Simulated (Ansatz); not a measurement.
H3NSi, SMILES `N[SiH]` (excited triplet) (charge 0, multiplicity 3). This triplet is an excited state, 1.81 eV above the relaxed singlet at the level composite: frozen-core CCSD(T) with HF/cc-pVQZ and the correlation energy extrapolated as X^-3 from cc-pVTZ and cc-pVQZ, plus CCSDT(Q) minus CCSD(T) in cc-pVTZ // PBE0-D3(BJ)/def2-TZVP (Ansatz, a quantum-chemistry and plane-wave program).

Z-matrix (Å, degrees):
```
N
H 1 1.0079
H 1 1.0079 2 111.58
Si 1 1.7185 2 121.29 3 153.39
H 4 1.4994 1 116.33 2 104.59
```
Charge 0, spin multiplicity 3.

Frozen-core energies in cc-pVTZ from Ansatz at a geometry from PBE0-D3(BJ)/def2-TZVP; the HF reference has <S^2> = 2.01 and the T1 diagnostic is 0.020.

| level | energy (Ha) |
|---|---|
| HF | -345.10700 |
| MP2 | -345.40802 |
| CCSD | -345.43152 |
| CCSD(T) | -345.44389 |

Q: Estimate the energies of CCSDT and CCSDT(Q), and give each level's difference from CCSDT(Q).

A: 
| level | energy (Ha) | difference from CCSDT(Q) (mHa) |
|---|---|---|
| MP2 | -345.40802 | 37.31 |
| CCSD | -345.43152 | 13.82 |
| CCSD(T) | -345.44389 | 1.44 |
| CCSDT | -345.44471 | 0.63 |
| CCSDT(Q) | -345.44533 | 0.00 |
